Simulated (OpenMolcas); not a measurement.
## Os V: effect of the basis set

| Quantity | Value |
| --- | --- |
| Program | OpenMolcas 26.06 |
| Method | RASSCF |
| Active space | 10 electrons in 8 orbitals (RAS1 5p, at most 2 holes; RAS2 5d) |
| State averaging | 2S+1 = 5 even, 5 roots; 2S+1 = 3 even, 45 roots; 2S+1 = 1 even, 50 roots |
| Spin-orbit coupling | RASSI with atomic mean-field integrals over the reference wave functions, term energies averaged over their components |

A. ANO-R2 [8s6p5d3f1g], X2C, finite nucleus; cost of the order of 90 core-seconds
B. ANO-RCC-VTZP [8s7p5d3f2g1h], DKH2, point nucleus; cost roughly 70 core-seconds
C. ANO-RCC-VQZP [9s8p6d4f3g2h], DKH2, point nucleus; cost of the order of 70 core-seconds

Energies in cm-1 above 5d4 5D0, the measured ground level; measured values from the list in Palmeri et al., Atoms 14, 22 (2026).

| Level | A | B | C | Measured |
| --- | --- | --- | --- | --- |
| 5d4 5D0 [68 %] | 0.0 | 0.0 | 0.0 | 0.0 |
| 5d4 5D1 | 4135 | 4132 | 4076 | 4311 |
| 5d4 5D2 | 7985 | 7970 | 7872 | 8083 |
| 5d4 5D3 | 11163 | 11135 | 11013 | 11018 |
| 5d4 5D4 | 13567 | 13523 | 13403 | 12966 |
| 5d4 3P0(1) [55 %] | 20113 | 20027 | 19944 |  |
| 5d4 3H4 [56 %] | 23458 | 23365 | 23312 | 20374 |
| 5d4 3G3 [58 %] | 27504 | 27400 | 27352 | 23942 |
| 5d4 3P1(1) | 27610 | 27505 | 27421 | 24680 |
| 5d4 3F2(1) [74 %] | 28075 | 27964 | 27917 |  |
| 5d4 3H5 | 29086 | 28983 | 28922 | 25344 |
| 5d4 3H6 | 31717 | 31603 | 31535 | 27669 |
| 5d4 3P2(1) [55 %] | 34485 | 34363 | 34293 |  |
| 5d4 3F3(1) [53 %] | 36936 | 36808 | 36737 |  |
| 5d4 3D3 [57 %] | 38914 | 38780 | 38701 |  |
| 5d4 3G5 | 41362 | 41226 | 41119 | 37016 |
| 5d4 3D1 | 43201 | 43056 | 42968 | 38536 |
| 5d4 1I6 | 44528 | 44379 | 44300 | 39284 |
| 5d4 1S0(1) | 48305 | 48134 | 48056 |  |
| 5d4 1F3 [64 %] | 53359 | 53182 | 53119 | 46549 |
| 5d4 3P2(2) | 56626 | 56433 | 56404 |  |
| 5d4 3F4(2) [67 %] | 59451 | 59247 | 59188 | 53795 |
| 5d4 3F2(2) [65 %] | 62333 | 62131 | 62061 |  |
| 5d4 3F3(2) | 63013 | 62807 | 62750 | 55872 |

Deviations, from unrounded energies. A percentage is the sum of absolute deviations over the sum of measured energies, with the sign that they share, or ± where signs differ.

```tsv
Against measurement	Levels	A	B	C
mean absolute deviation (cm-1)	15	3500	3400	3300
fine structure of the ground term (%)	4	±2.8	±2.7	±2.4
other terms of the ground configuration (%)	11	+13.0	+12.6	+12.4
```

A, B, C lie about equally close to measurement. The largest miss of C in the table is 5d4 3F3(2), by +6900 cm-1. The ranking rests on the paired levels alone, and a cruder setting can come out closer through cancelling errors.

Among A to C the level of the table that moves most is 5d4 3F2(2) [65 %], by 270 cm-1 (lowest in C, highest in A).

Without dynamic correlation excited terms often stand tens of per cent too high (terms of higher spin than the ground term too low), and those without a measured partner can miss by more than the paired ones. Active for correlation alone: 5p; no level in the range computed is led by a configuration that opens it, so any true level of that kind is missing. Measured partners are found by configuration, term and J. A level has none where our copy of the source lacks it or the pairing is in doubt (some pairs that miss far off the trend of their configuration count as doubtful), and it then counts in no deviation. Levels of configurations outside the active space are missing. The table leaves out levels that lie high or whose names do not pair safely across all columns.

A share in square brackets marks a mixed level and gives the weight of the term that names it, the lowest over the columns. A number in round brackets counts repeated terms of one configuration in the order of the reference energies.
